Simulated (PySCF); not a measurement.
# Electric field gradients and quadrupole coupling constants

Species: C4H11BO2.
Cartesian coordinates in Å at the PBE0-D3(BJ)/def2-SVP level; atoms count from 1:
```xyz
18
C4H11BO2 angstrom
C     -3.1316    0.5255    0.8460
O     -1.7942    0.2576    0.5144
B     -1.3390   -0.9715    0.2024
C      0.1712   -1.1592   -0.1677
C      1.0206    0.0891   -0.1725
O      2.3337   -0.2386   -0.5331
C      3.1867    0.8582   -0.5557
H     -3.7506   -0.3863    0.8063
H     -3.5405    1.2680    0.1433
H     -3.1807    0.9493    1.8609
H     -2.1177   -1.9093    0.2128
H      0.2233   -1.6480   -1.1590
H      0.6087   -1.9073    0.5199
H      1.0022    0.5722    0.8269
H      0.6016    0.8367   -0.8787
H      4.1840    0.5111   -0.8625
H      3.2758    1.3409    0.4394
H      2.8514    1.6351   -1.2733
```

Field gradients from the PBE0/pcSseg-1 density (PySCF, non-relativistic), principal values in atomic units, ordered |Vxx| ≤ |Vyy| ≤ |Vzz|:

```
atom      Vxx      Vyy      Vzz
  O2  -0.5477  -0.9544   1.5022
  B3  -0.1334  -0.3078   0.4412
  O6   0.0118   1.9882  -2.0000
```

Find the asymmetry η = (Vxx − Vyy)/Vzz and the couplings χ = eQV/h (234.96 MHz × Q in barn × V in au), with Q(17O) = −0.0256 b, Q(11B) = 0.04059 b.

```json
{"atom": "O2", "environment": "boron-bound oxygen", "nucleus": "17O", "η": "0.27", "χzz (MHz)": "-9.04", "χxx (MHz)": "3.29", "χyy (MHz)": "5.74"}
{"atom": "B3", "environment": "three-coordinate boron", "nucleus": "11B", "η": "0.40", "χzz (MHz)": "4.208", "χxx (MHz)": "-1.272", "χyy (MHz)": "-2.936"}
{"atom": "O6", "environment": "ether oxygen", "nucleus": "17O", "η": "0.99", "χzz (MHz)": "12.03", "χxx (MHz)": "-0.07", "χyy (MHz)": "-11.96"}
```

At O6 η is above 0.9: Vyy and Vzz are nearly equal in size and opposite in sign, so a small change could swap them and flip the sign of χzz. The tensor is traceless: Vxx + Vyy + Vzz = 0.

What is Vzz at O6 in SI units (1 au = 9.71736 × 10²¹ V/m²)?

-2.0000 au = -19.435 × 10²¹ V/m².

Were the hydrogens deuterons (Q(2H) = 0.00286 b), χzz would run from 127 kHz (H11) to 193 kHz (H16).

Isolated species at its PBE0-D3(BJ)/def2-SVP geometry (one conformer only). With so small a basis the couplings can be 20 % off.

These values come from a run that also computed NMR shieldings. The run took 24 s wall (with the writing of density and orbital grids) on an Arm Neoverse V2 with one thread, shared host with 96 logical CPUs at a one-minute load of 27, and the process peaked at 0.96 GiB of memory.
